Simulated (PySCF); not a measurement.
Cl$_{4}$Zr (SMILES [Cl][Zr]([Cl])([Cl])[Cl]), singlet, geometry from GFN2-xTB (such geometries of metal compounds can be far from the true shape) (core potentials on Zr); PySCF with R2SCAN/def2-SVP.

The PySCF input:
```python
from pyscf import gto, scf, dft

mol = gto.Mole()
mol.atom = '''
    Zr   -0.000000    0.000000    0.000000
    Cl    1.799195   -0.565192   -1.229787
    Cl    0.646516    0.465871    2.105684
    Cl   -0.985449    1.812776   -0.900920
    Cl   -1.460263   -1.713455    0.025024
'''
mol.basis = 'def2-svp'
mol.ecp = {'Zr': 'def2-svp'}
mol.charge = 0
mol.spin = 0
mol.verbose = 4
mol.build()

mf = dft.RKS(mol)
mf.xc = 'r2scan'
mf.kernel()
```

### Question
Write the output that PySCF gives for this input, abridged.

### Answer

```
PySCF version 2.14.0

[INPUT] verbose = 4
[INPUT] num. atoms = 5
[INPUT] num. electrons = 80
[INPUT] charge = 0
[INPUT] spin (= nelec alpha-beta = 2S) = 0
[INPUT] symmetry False subgroup None
[INPUT] Mole.unit = angstrom
[INPUT] Symbol           X                Y                Z      unit          X                Y                Z       unit  Magmom
[INPUT]  1 Zr     0.000000000000   0.000000000000   0.000000000000 AA    0.000000000000   0.000000000000   0.000000000000 Bohr   0.0
[INPUT]  2 Cl     1.799195000000  -0.565192000000  -1.229787000000 AA    3.399985794687  -1.068058087795  -2.323960621550 Bohr   0.0
[INPUT]  3 Cl     0.646516000000   0.465871000000   2.105684000000 AA    1.221738175149   0.880368599377   3.979166064879 Bohr   0.0
[INPUT]  4 Cl    -0.985449000000   1.812776000000  -0.900920000000 AA   -1.862228719727   3.425650165185  -1.702492060143 Bohr   0.0
[INPUT]  5 Cl    -1.460263000000  -1.713455000000   0.025024000000 AA   -2.759497139836  -3.237960676767   0.047288506541 Bohr   0.0

nuclear repulsion = 441.372309446097
number of shells = 43
number of NR pGTOs = 201
number of NR cGTOs = 103
basis = def2-svp
ecp = {'Zr': 'def2-svp'}

******** <class 'pyscf.dft.rks.RKS'> ********
method = RKS
initial guess = minao
damping factor = 0
level_shift factor = 0
DIIS = <class 'pyscf.scf.diis.CDIIS'>
diis_start_cycle = 1
diis_space = 8
diis_damp = 0
SCF conv_tol = 1e-09
SCF conv_tol_grad = None
SCF max_cycles = 50
direct_scf = True
direct_scf_tol = 1e-13
XC library pyscf.dft.libxc version 7.1.2
    S. Lehtola, C. Steigemann, M. J. T. Oliveira, and M. A. L. Marques,  SoftwareX 7, 1–5 (2018)
XC functionals = r2scan
    J. W. Furness, A. D. Kaplan, J. Ning, J. P. Perdew, and J. Sun,  J. Phys. Chem. Lett. 11, 8208–8215 (2020)
    J. W. Furness, A. D. Kaplan, J. Ning, J. P. Perdew, and J. Sun,  J. Phys. Chem. Lett. 11, 9248–9248 (2020)
    J. W. Furness, A. D. Kaplan, J. Ning, J. P. Perdew, and J. Sun,  J. Phys. Chem. Lett. 11, 8208–8215 (2020)
    J. W. Furness, A. D. Kaplan, J. Ning, J. P. Perdew, and J. Sun,  J. Phys. Chem. Lett. 11, 9248–9248 (2020)
radial grids:
    Treutler-Ahlrichs [JCP 102, 346 (1995); DOI:10.1063/1.469408] (M4) radial grids

becke partition: Becke, JCP 88, 2547 (1988); DOI:10.1063/1.454033
pruning grids: <function nwchem_prune>
grids dens level: 3
symmetrized grids: False
atomic radii adjust function: <function treutler_atomic_radii_adjust>
small_rho_cutoff = 0
Set gradient conv threshold to 3.16228e-05
Initial guess from minao.
tot grids = 97912
init E= -1881.7360876563
  HOMO = -0.524269547170437  LUMO = -0.421959549316374  gap/eV = 2.78400
cycle= 1 E= -1886.21052628787  delta_E= -4.47  |g|= 2.27  |ddm|= 4.71
  HOMO = -0.197439211908428  LUMO = 0.0626725731435928  gap/eV = 7.07800
cycle= 2 E= -1885.06900751804  delta_E= 1.14  |g|= 2.81  |ddm|=  5.3
  HOMO = -0.300518905025728  LUMO = -0.0543008761482661  gap/eV = 6.69993
cycle= 3 E= -1887.49279103678  delta_E= -2.42  |g|= 0.27  |ddm|= 3.48
  HOMO = -0.324207670028956  LUMO = -0.117208238691117  gap/eV = 5.63274
cycle= 4 E= -1887.51277799414  delta_E= -0.02  |g|= 0.082  |ddm|= 0.542
  HOMO = -0.323878033842912  LUMO = -0.106744017756637  gap/eV = 5.90852
cycle= 5 E= -1887.51466570532  delta_E= -0.00189  |g|= 0.0116  |ddm|= 0.115
  HOMO = -0.322148002733706  LUMO = -0.105480464456929  gap/eV = 5.89582
cycle= 6 E= -1887.51469715029  delta_E= -3.14e-05  |g|= 0.00146  |ddm|= 0.0149
  HOMO = -0.32228541360948  LUMO = -0.105532104759559  gap/eV = 5.89816
cycle= 7 E= -1887.51469760341  delta_E= -4.53e-07  |g|= 0.000395  |ddm|= 0.00228
  HOMO = -0.322291017903043  LUMO = -0.105570529563372  gap/eV = 5.89726
cycle= 8 E= -1887.51469765218  delta_E= -4.88e-08  |g|= 2.01e-05  |ddm|= 0.000419
  HOMO = -0.322290357294546  LUMO = -0.105571406128364  gap/eV = 5.89722
cycle= 9 E= -1887.51469765217  delta_E= 1.73e-11  |g|= 2.01e-05  |ddm|= 5.16e-05
  HOMO = -0.322292729466194  LUMO = -0.105570559897076  gap/eV = 5.89731
Extra cycle  E= -1887.51469765192  delta_E= 2.51e-10  |g|= 3.39e-05  |ddm|= 7.09e-05
converged SCF energy = -1887.51469765192
```
